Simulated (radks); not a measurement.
The numbers below are computed, except where a source is named.
Question: These are the eigenvalues of the occupied orbitals of an atom or ion with whole-number occupations (eV). Level of theory: non-relativistic Kohn-Sham, PBEsol, spin-polarised, spherical densities, point nucleus (a radial shooting solver on a logarithmic mesh with Libxc functionals).

| orbital | eigenvalue |
|---|---|
| 1s up | -24521.14 |
| 1s down | -24521.13 |
| 2s up | -3541.121 |
| 2s down | -3541.121 |
| 2p up | -3296.151 |
| 2p down | -3296.151 |
| 3s up | -650.6887 |
| 3s down | -650.6881 |
| 3p up | -551.9500 |
| 3p down | -551.9495 |
| 3d up | -369.2645 |
| 3d down | -369.2641 |
| 4s up | -93.6377 |
| 4s down | -93.6370 |
| 4p up | -62.6573 |
| 4p down | -62.6560 |
| 4d up | -13.8921 |
| 4d down | -13.8850 |
| 7s up | -0.8459 |

Which element is it, and in what charge state? The configuration may be excited. Open shells, if any, are filled with parallel spins first.

Answer: Z = 47, silver, charge 0: Ag in [Kr] 4d10 7s1. The list shows which subshells hold electrons but not how many an open one holds; the 1s level, -901.14 hartree, gives Z - s = 42.5 by -(Z - s)^2/2, which with screening narrows Z to a few neighbours, and the depths of the outer levels then fix element, charge and occupations together.
